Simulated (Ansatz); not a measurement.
`[GeH3][SiH2][GeH2][SiH2][GeH3]`, charge 0, multiplicity 1.

Question: Give a relaxed structure at PBE0-D4/def2-TZVP (Ansatz). (Best estimate.)

Answer: Computed: 
```xyz
17

Ge    1.3615    2.0557    1.0342
Si   -0.8410    1.8141    0.1690
Ge   -0.8062    0.3579   -1.7144
Si    0.3915   -1.6142   -1.1269
Ge   -0.4360   -2.4666    0.9339
H     2.2938    2.6412   -0.0401
H     1.3874    2.9824    2.2614
H     1.9140    0.6815    1.4503
H    -1.7138    1.2180    1.2180
H    -1.3929    3.1474   -0.1973
H    -2.2431   -0.0084   -2.1324
H    -0.1277    1.0600   -2.9061
H     1.8316   -1.2703   -0.9690
H     0.2707   -2.6486   -2.1907
H     0.3101   -3.7430    1.3574
H    -0.2661   -1.4131    2.0420
H    -1.9339   -2.7942    0.8106
```
Point group C2.
This is one stationary point; other conformers may exist.
